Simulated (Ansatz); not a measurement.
A nudged elastic band was laid between two geometries of C3H11NSi (16 atoms, charge 0, multiplicity 1).

Computed with Ansatz, RKS BLYP-D4/def2-SVP.

```
movable images  : 7
climbing image  : yes
spring          : 5.0 eV/Å²
optimiser       : quadratic models (default)
start path      : IDPP
force threshold : 0.05 eV/Å
iteration limit : 60
end points      : relaxed
```

First end point:

```xyz
16
Properties=species:S:1:pos:R:3
C 0.709 -1.799 0.448
C 1.457 -0.732 -0.382
Si 0.356 0.641 -1.104
N -0.533 1.527 0.116
C -1.747 1.071 0.790
H -0.093 -2.290 -0.143
H 1.390 -2.600 0.805
H 0.233 -1.352 1.345
H 1.986 -1.210 -1.237
H 2.245 -0.249 0.236
H 1.213 1.660 -1.803
H -0.570 -0.012 -2.105
H -0.415 2.542 0.127
H -1.811 -0.035 0.750
H -1.756 1.352 1.867
H -2.688 1.464 0.335
```

Last end point:

```xyz
16
Properties=species:S:1:pos:R:3
C 0.534 -1.910 0.016
C 1.327 -0.775 -0.671
Si 0.336 0.817 -0.988
N -0.341 1.511 0.470
C -1.544 1.047 1.158
H -0.369 -2.190 -0.566
H 1.145 -2.829 0.136
H 0.195 -1.608 1.028
H 1.718 -1.118 -1.655
H 2.218 -0.508 -0.062
H 1.244 1.872 -1.556
H -0.740 0.482 -1.997
H -0.103 2.484 0.673
H -1.436 1.092 2.265
H -2.464 1.621 0.891
H -1.744 -0.012 0.902
```

Which bonds break or form, and what moves?

No bond is made or broken. The dihedral Si3–N4–C5–H15 goes from 141 to -97°. The two ends are copies of one structure, up to a mirror image or an exchange of like atoms.

What energy profile does the band end with?

The forces met the threshold. The highest image is number 4 of 0 to 8, 0.030 eV above the ends, which have the same energy within 2 meV. A structure lower than the last end lies on the path between it and the top, so the climb from that side starts below the end, which may itself be a saddle point or a shallow side well. A vibrational analysis at the climbing image gives one clearly imaginary mode, 242i cm⁻¹: a first-order saddle point.

```csv
image,path coordinate (Å),energy (eV),dihedral Si3–N4–C5–H15 (°)
0,0.00,0.000,141
1,0.44,0.001,155
2,0.88,0.006,168
3,1.32,0.018,-177
4,1.76,0.030,-165
5,2.31,-0.004,-158
6,2.87,-0.011,-138
7,3.43,-0.003,-118
8,3.98,0.000,-97
```

What is the geometry of the highest image?


```xyz
16
Properties=species:S:1:pos:R:3
C 0.567 -1.903 0.062
C 1.370 -0.757 -0.595
Si 0.352 0.799 -0.996
N -0.399 1.532 0.403
C -1.590 1.031 1.090
H -0.301 -2.204 -0.560
H 1.190 -2.809 0.218
H 0.173 -1.603 1.054
H 1.826 -1.105 -1.550
H 2.218 -0.456 0.058
H 1.250 1.855 -1.578
H -0.692 0.397 -2.014
H -0.195 2.515 0.582
H -1.377 0.142 1.725
H -2.009 1.808 1.760
H -2.405 0.736 0.386
```

The run took 90 s on 2 threads of Intel(R) Xeon(R) 6975P-C (Granite Rapids), on a shared host, peak memory 0.19 GiB.
